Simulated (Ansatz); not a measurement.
Energy needed to pull apart C2H6Se (SMILES C[Se]C), closed shell, into free ground-state atoms, from the structure below (displaced at random from its PBE0-D4/def2-TZVP minimum); no zero-point or spin–orbit terms; open-shell atoms are treated unrestricted, in their ground-state multiplicity.

```
atom    x (Å)    y (Å)    z (Å)
  C1  -0.5967   0.7071  -1.1348
 Se2   1.1946   0.5667  -0.2404
  C3   0.5847  -0.6767   1.0733
  H4  -0.9004  -0.3240  -1.5141
  H5  -0.5394   1.3396  -1.9633
  H6  -1.4002   1.0400  -0.4254
  H7  -0.1741  -0.2271   1.7632
  H8   0.2783  -1.6630   0.7188
  H9   1.4097  -0.7058   1.7474
```

Ansatz 0.2.0; basis: def2-TZVPP; cores frozen in the correlated methods. Filled d shells of the heavier atoms are correlated. The def2 sets are not built for correlating such inner shells, so the correlated values are less sure here.

| method | atomization energy (eV) |
| --- | --- |
| PBE-D4 | ? |
| r2SCAN-D4 | 32.37 |
| PBE0-D4 | 32.39 |
| wB97M-V | 32.28 |
| HF | ? |
| MP2 | 31.78 |
| CCSD | 31.23 |
| CCSD(T) | 31.65 |

Problem. What does PBE-D4 give? (An estimate is asked for; the value comes from the calculation.)

Solution. Computed: 32.83 eV, which is about 1.18 eV more than CCSD(T)/def2-TZVPP.

Problem. What does HF give? (To be estimated.)

Solution. The calculation gives: 23.80 eV, which is about 7.85 eV less than CCSD(T)/def2-TZVPP.

In triple zeta the MP2 and coupled-cluster atomization energies are still short of their basis limit by a few kcal/mol a bond, whereas those of the functionals are nearly converged, so these differences are not deviations from converged CCSD(T).

The T1 diagnostic stays at or below 0.009.

For scale, one of the runs: CCSD(T)/def2-TZVPP forces, 194 basis functions (an equivalent command: `ansatz run in.yaml --threads 4`). Hardware: 4 CPU threads, shared host. Wall time 4.4 min; peak host memory 4.3 GiB.
